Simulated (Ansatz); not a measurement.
Frontier orbitals of `[CH3][Ga]([F])[I]`.

```xyz
7

C    -0.473   -0.264   -0.861
Ga    0.528    0.155    0.753
F     2.074   -0.615    1.057
I    -0.126    1.730    2.546
H    -1.478   -0.593   -0.594
H    -0.560    0.633   -1.477
H     0.036   -1.046   -1.424
```

Charge 0, multiplicity 1. Correlated methods include outer-core shells of Ga, I, which these sets cover unevenly. Scalar relativity is left out up to krypton. I takes the def2 core potential. All single points use the PBE0-D4/def2-TZVP geometry. Basis def2-TZVPP, Ansatz.

```
functional  HOMO (eV)  LUMO (eV)  gap (eV)
       PBE      -6.65      -1.96      4.69
      PBE0      -7.81      -1.19      6.62
     B3LYP      -7.55      -1.45      6.10
   ωB97M-V      -9.94       0.52     10.46
```

From PBE to PBE0 the HOMO moves by −1.16 eV and the LUMO by +0.77 eV, and with ωB97M-V by −3.29 and +2.48 eV, so the gap grows from 4.69 to 10.46 eV with exact exchange. A positive LUMO is unbound and depends on the basis.

B3LYP here is the variant with VWN-RPA as its local correlation; programs differ in this.
